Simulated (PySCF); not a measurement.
Compound: C3H6N2OS2Si.
Numbering: `[SiH3:1][S:2][CH2:3][O:4][c:5]1[n:6][cH:7][s:8][n:9]1` (hydrogens: H10, H11, H12 on Si1; H13, H14 on C3; H15 on C7)

Geometry (PBE0-D3(BJ)/def2-SVP, Å), atoms numbered from 1 in this order:
```
atom  x, y, z in Å
Si1   -2.938    0.153   -0.550
S2    -2.026   -1.798   -0.507
C3    -0.462   -1.353    0.281
O4     0.162   -0.319   -0.456
C5     1.326    0.114    0.015
N6     1.919    1.150   -0.645
C7     3.034    1.419   -0.040
S8     3.318    0.406    1.322
N9     1.899   -0.413    1.068
H10   -2.758    0.808    0.782
H11   -2.381    1.032   -1.616
H12   -4.382   -0.106   -0.816
H13    0.169   -2.255    0.296
H14   -0.618   -1.025    1.322
H15    3.724    2.208   -0.353
```

The closed-shell ground state was solved at several levels (PySCF, density fitting, gas phase, non-relativistic).

```csv
level,basis functions,HOMO (eV),LUMO (eV),gap (eV),dipole (D)
CAM-B3LYP/def2-SVPD,249,-8.57,-0.40,8.17,2.58
PBE0/pcSseg-1,204,-7.30,-1.47,5.83,2.66
```

(1) What might wB97X-D/pcSseg-1 (204 basis functions) give for the same quantities?

(2) Over all these levels, which gives the widest orbital gap and which the narrowest?

(3) How far do the dipole and the HOMO energy spread over the levels?

## Answers

(1) HOMO -9.17 eV, LUMO 0.27 eV, gap 9.44 eV, dipole 2.76 D.

(2) wB97X-D/pcSseg-1 (range-separated hybrid) has the widest, 9.44 eV, and PBE0/pcSseg-1 (global hybrid, 25 % exact exchange) the narrowest, 5.83 eV. The two share the basis. From the narrowest to the widest the HOMO moves by -1.87 eV and the LUMO by +1.74 eV.

(3) The dipole runs from 2.58 to 2.76 D (mean 2.67 D) and the HOMO from -9.17 to -7.30 eV.

One conformer stands for the species.
